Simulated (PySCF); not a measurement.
Choosing a molecule for a target property.

All species are isolated and taken at one optimised geometry, non-relativistic unless stated. Electronic properties by PySCF.

The conformers computed, where there is a choice (atom-mapped SMILES and torsion angles):
- `[CH3:1][C:2]([F:3])([F:4])[c:5]1[cH:6][cH:7][cH:8][cH:9][cH:10]1`: C1–C2–C5–C6 89°
- `[PH2:1][PH2:2]`: H–P1–P2–H 180°, H–P1–P2–H 87°
- `[O:1]=[C:2]([CH2:3][C:4]([Cl:5])([Cl:6])[Cl:7])[SiH2:8][CH2:9][Cl:10]`: O1–C2–C3–C4 -1°, C2–C3–C4–Cl5 -60°, O1–C2–Si8–C9 98°, C2–Si8–C9–Cl10 65°
- `[O:1]=[C:2]1[CH:3]=[C:4]([C:5]([F:6])([F:7])[F:8])[C:9](=[O:10])[O:11]1`: C3–C4–C5–F6 -120°

Question: Wanted: smallest rotational constant between 0.7 GHz and 4 GHz (GFN2-xTB) and dipole moment below 4 D (PBE0/pcSseg-1), at GFN2-xTB geometries. Which candidate meets both?
A. `C([SiH2]CCl)(=O)CC(Cl)(Cl)Cl` (C4H6Cl4OSi)
B. `O=C1C=C(C(F)(F)F)C(=O)O1` (C5HF3O3)
C. `PP` (P2H4)
D. `CC(F)(F)c1ccccc1` (C8H8F2)
E. `CC#CC#CC(C)=S` (C7H6S)

Answer: D. Computed values:
```
                                  species  smallest rotational constant  dipole moment
C([SiH2]CCl)(=O)CC(Cl)(Cl)Cl (C4H6Cl4OSi)                     0.321 GHz         3.88 D
                    CC#CC#CC(C)=S (C7H6S)                     0.505 GHz         4.17 D
       O=C1C=C(C(F)(F)F)C(=O)O1 (C5HF3O3)                     0.652 GHz         2.71 D
                CC(F)(F)c1ccccc1 (C8H8F2)                     0.822 GHz         2.48 D
                                PP (P2H4)                     6.187 GHz         0.00 D
```

Question: Wanted: HOMO–LUMO gap between 4 eV and 6 eV (PBE0/pcSseg-1) and HOMO energy above -8 eV (PBE0/pcSseg-1), at GFN2-xTB geometries. Which candidate meets both?
A. `c1ccc(C(C)(F)F)cc1`
B. `C(C(Cl)(Cl)Cl)C([SiH2]CCl)=O`
C. `O=C1C=C(C(F)(F)F)C(=O)O1`
D. `CC#CC#CC(C)=S`

Answer: B. Computed values:
```csv
species,HOMO–LUMO gap,HOMO energy
CC#CC#CC(C)=S,3.49 eV,-6.36 eV
O=C1C=C(C(F)(F)F)C(=O)O1,5.44 eV,-9.30 eV
C(C(Cl)(Cl)Cl)C([SiH2]CCl)=O,5.62 eV,-7.33 eV
c1ccc(C(C)(F)F)cc1,7.01 eV,-7.60 eV
```
